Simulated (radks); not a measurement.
Spherical quantum dot in the effective-mass picture: electrons in a parabolic well V = omega^2 r^2 / 2 with omega = 2.98, all in effective atomic units (hartree* = m*/eps^2 hartree, bohr* = eps/m* bohr), one dielectric constant everywhere. Calculated with a radial shooting solver with Libxc functionals: non-relativistic Kohn-Sham, PBEsol, spin-polarised, spherical densities. Levels are named by radial order and angular momentum (1s, 1p, 1d, 2s, ...), and open shells are averaged over m. Results are scaled to m* = 0.074 and eps = 6.7, for which hartree* = 44.86 meV and bohr* = 4.791 nm.

N = 23, configuration 1s2 1p6 1d10 2s2 1f(up 3, down 0). This is the lowest configuration that the search found. Occupied and some empty levels:

| level | occupation | eigenvalue (meV) | <r> (nm) |
|---|---|---|---|
| 1s up | 1 | 1043.4 | 4.169 |
| 1s down | 1 | 1044.9 | 4.138 |
| 1p up | 3 | 1119.6 | 5.310 |
| 1p down | 3 | 1122.2 | 5.286 |
| 1d up | 5 | 1202.9 | 6.138 |
| 1d down | 5 | 1206.2 | 6.123 |
| 2s up | 1 | 1215.5 | 5.457 |
| 2s down | 1 | 1218.1 | 5.465 |
| 1f up | 3 | 1292.6 | 6.802 |
| 1f down | 0 | 1296.3 | 6.796 |
| 2p up | 0 | 1312.0 | 6.164 |
| 2p down | 0 | 1314.5 | 6.173 |
| 1g up | 0 | 1387.8 | 7.371 |
| 1g down | 0 | 1391.7 | 7.372 |
| 2d up | 0 | 1412.0 | 6.822 |
| 2d down | 0 | 1414.5 | 6.831 |

Energy (meV): total 18616.7, kinetic 3319.0, external 7326.0, Hartree 8815.7, exchange-correlation -844.06.

Electron density:

| r (nm) | n(r) (e/nm^3) |
|---|---|
| 0.242 | 0.02036 |
| 0.851 | 0.01929 |
| 1.46 | 0.01747 |
| 2.07 | 0.01564 |
| 2.68 | 0.01444 |
| 3.29 | 0.01407 |
| 3.90 | 0.01421 |
| 4.51 | 0.01427 |
| 5.11 | 0.01365 |
| 5.73 | 0.01208 |
| 6.33 | 0.009746 |
| 6.94 | 0.007078 |
| 7.55 | 0.004597 |
| 8.16 | 0.002657 |
| 8.77 | 0.001365 |
| 9.38 | 0.0006238 |
| 9.98 | 0.0002539 |
| 10.6 | 0.00009224 |
| 11.2 | 0.00002957 |
| 11.8 | 8.500e-06 |
